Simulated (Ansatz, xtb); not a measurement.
Two isomers of C4H2ClFO2

Structure X is `FC1=COC=C(Cl)O1`, a singlet and structure Y is `FC1=COC(Cl)=CO1`, a singlet. Both are isolated molecules in the gas phase, relaxed with B3LYP/def2-SVP.

Quicker runs give these differences E(Y) − E(X): GFN2-xTB −0.26 kcal/mol; HF/STO-3G +0.07 kcal/mol (at GFN2-xTB geometries); r2SCAN-D4/def2-SVP −0.55 kcal/mol (at GFN2-xTB geometries).

**Question.** Estimate E(Y) − E(X) at the level CCSD(T)/def2-SVP + ΔMP2/def2-TZVPP.

**Answer.** Too close to call at this level: CCSD(T)/def2-SVP + ΔMP2/def2-TZVPP gives E(Y) − E(X) = −0.57 kcal/mol.

The same difference at several levels:

| level | geometry | E(Y) − E(X) (kcal/mol) | departure from the last row (kcal/mol) | job, with rough time for the two |
| --- | --- | --- | --- | --- |
| GFN2-xTB | GFN2-xTB | −0.26 | +0.31 | optimisation, 0.24 s |
| HF/STO-3G | GFN2-xTB | +0.07 | +0.64 | single point, 0.8 s |
| r2SCAN-D4/def2-SVP | GFN2-xTB | −0.55 | +0.02 | single point, 5.8 s |
| B3LYP/def2-SVP | B3LYP/def2-SVP | −0.58 | −0.01 | optimisation, 42 s |
| HF/def2-SVP | B3LYP/def2-SVP | −0.85 | −0.28 | part of the CCSD(T) run |
| MP2/def2-SVP | B3LYP/def2-SVP | −0.65 | −0.07 | part of the CCSD(T) run |
| CCSD(T)/def2-SVP | B3LYP/def2-SVP | −0.52 | +0.06 | single point |
| CCSD(T)/def2-SVP + ΔMP2/def2-TZVPP | B3LYP/def2-SVP | −0.57 |  | single point, 1.8 min |

As drawn, both hold the same kinds of bond in the same numbers.

The largest departure from CCSD(T)/def2-SVP + ΔMP2/def2-TZVPP is that of HF/STO-3G, 0.64 kcal/mol. A small imaginary or near-zero mode remains, so no thermal terms are given. The last row adds to CCSD(T) the change of the MP2 difference between the two basis sets, here −0.06 kcal/mol.

The correlated steps freeze 12 core orbitals. Codes used: Ansatz 0.2.0, xtb 6.7.1; the last row on 2 threads of AMD EPYC 7R43 64-Core Processor (Zen 3) on a shared host.
